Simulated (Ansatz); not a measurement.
One change: `C[Si](C)(F)S` becomes `C[Si](C)(F)[AlH2]`.

Ansatz, PBE0-D4/def2-TZVP geometries, multiplicity 1. Each molecule was computed in one conformer, which needn't be the lowest.

| property | `C[Si](C)(F)S` |
| --- | --- |
| size of the dipole moment (B3LYP/def2-TZVPP) / D | 2.68 |
| LUMO energy (B3LYP/def2-TZVPP) / eV | 0.00 |
| HOMO–LUMO gap (PBE0/def2-TZVPP) / eV | 7.68 |
| HOMO–LUMO gap (PBE/def2-TZVPP) / eV | 5.53 |
| size of the dipole moment (PBE/def2-TZVPP) / D | 2.63 |
| HOMO energy (ωB97M-V/def2-TZVPP) / eV | -9.58 |

Task: Give the same properties after the change, and the shifts. (Best estimate.)

Result: Computed: 
```csv
property,`C[Si](C)(F)[AlH2]`,shift
size of the dipole moment (B3LYP/def2-TZVPP) / D,1.72,-0.96
LUMO energy (B3LYP/def2-TZVPP) / eV,-2.27,-2.27
HOMO–LUMO gap (PBE0/def2-TZVPP) / eV,5.01,-2.67
HOMO–LUMO gap (PBE/def2-TZVPP) / eV,3.14,-2.39
size of the dipole moment (PBE/def2-TZVPP) / D,1.70,-0.93
HOMO energy (ωB97M-V/def2-TZVPP) / eV,-9.09,0.49
```

With PBE0 the HOMO rises by 0.29 eV and the LUMO falls by 2.37 eV, so the gap narrows by about 2.66 eV. PBE moves the HOMO by 0.16 eV and ωB97M-V by 0.49 eV. Dipoles are sizes alone; their direction can turn.

B3LYP here is the variant with VWN-RPA as its local correlation; programs differ in this.
